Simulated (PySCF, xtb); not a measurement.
Si(F)2(Br)(NH2) (BrF2H2NSi), SMILES F[Si](F)(N)Br. One conformer was computed; it need not be the lowest.

Harmonic wavenumbers (cm⁻¹) from GFN2-xTB (xtb) at its own minimum, in rising order: 94, 148, 178, 224, 235, 241, 396, 462, 770, 829, 939, 1008, 1489, 3508, 3544.

What does PBE0-D3(BJ)/def2-SVP (PySCF) give at its own minimum? (The exact figures need the calculation; the answer reports its results.)

47, 180, 226, 273, 311, 316, 348, 490, 794, 831, 984, 1006, 1531, 3628, 3731. Paired by order, the mean absolute difference is 55 cm⁻¹ and the zero-point energies are 20.1 and 21.0 kcal/mol.
